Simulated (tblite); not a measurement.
All values are computed: GFN2-xTB (tblite) harmonic vibrations without scaling, gas phase. This tight-binding method is rough: wavenumbers can miss measured ones by several per cent, in bad cases by 10 to 20. Modes of hydrogen on phosphorus and silicon can be 10 to 20 % off. One conformer each. Open shells enter through the occupations alone, without spin polarisation, and single modes of such species can be off by tens of per cent. Thermal functions are those of the rigid rotor and harmonic oscillator, without mixing of conformers.

Question: Order these by their ideal-gas entropy at 298.15 K and 1 bar, highest first (cal/(mol K)).
A. `CC[C@@](F)([SiH2]F)C(Cl)(Cl)Cl`
B. `C=CC[P@@H+](C)CCC#N`
C. `C#CC#C[CH]C#N` [radical]
D. `[H]/N=C\C(=C\N(C)C)[SiH2]Cl`
E. `n1nc2c(cccc2N(C)C)[n-]1`

Answer: A (114.0), D (111.3), B (110.4), E (97.9), C (85.8).

| SMILES | atoms | mass (u) | symmetry number | modes under 300 cm⁻¹ | ZPE (kcal/mol) | S translation (cal/(mol K)) | S rotation | S vibration | S spin | S | Cp |
| --- | --- | --- | --- | --- | --- | --- | --- | --- | --- | --- | --- |
| CC[C@@](F)([SiH2]F)C(Cl)(Cl)Cl | 17 | 225.94 | 1 | 13 | 64.5 | 42.2 | 31.3 | 40.6 | 0.0 | 114.0 | 47.8 |
| [H]/N=C\C(=C\N(C)C)[SiH2]Cl | 20 | 162.04 | 1 | 10 | 95.6 | 41.2 | 30.7 | 39.4 | 0.0 | 111.3 | 44.5 |
| C=CC[P@@H+](C)CCC#N | 22 | 142.08 | 1 | 10 | 111.8 | 40.8 | 29.9 | 39.7 | 0.0 | 110.4 | 44.9 |
| CN(C)c1cccc2[n-]nnc12 | 21 | 161.08 | 1 | 7 | 101.0 | 41.2 | 30.3 | 26.5 | 0.0 | 97.9 | 41.0 |
| C#CC#C[CH]C#N | 9 | 88.02 | 1 | 3 | 31.3 | 39.4 | 27.4 | 17.7 | 1.4 | 85.8 | 27.2 |

Entropies and Cp are for 298.15 K and 1 bar.
